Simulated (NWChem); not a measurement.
System: silicon dioxide molecule (SiO₂); SMILES [Si](=O)=O

NWChem input:

```
start job
memory heap 200 mb stack 900 mb global 1100 mb
geometry units angstroms noautoz
  O      0.000000     0.000000    -1.518369
  Si     0.000000     0.000000     0.000000
  O      0.000000     0.000000     1.518369
end
basis spherical
  * library aug-cc-pvtz
end
dft
  xc b3lyp
  iterations 150
  mulliken
end
task dft energy
```

Coordinates come from a PBE0/def2-SVP optimisation. B3LYP is NWChem's, with the RPA form of VWN correlation.

Problem. Give the results of this calculation. (B3LYP/aug-cc-pVTZ.) Quantities: basis functions; energy (Ha); highest occupied level (eV); orbital gap (eV).

Solution. 
```
Quantity                       Value
---------------------------  -------
number of basis functions        142
energy (Ha)                  -440.04
highest occupied level (eV)    -9.68
orbital gap (eV)                5.84
```
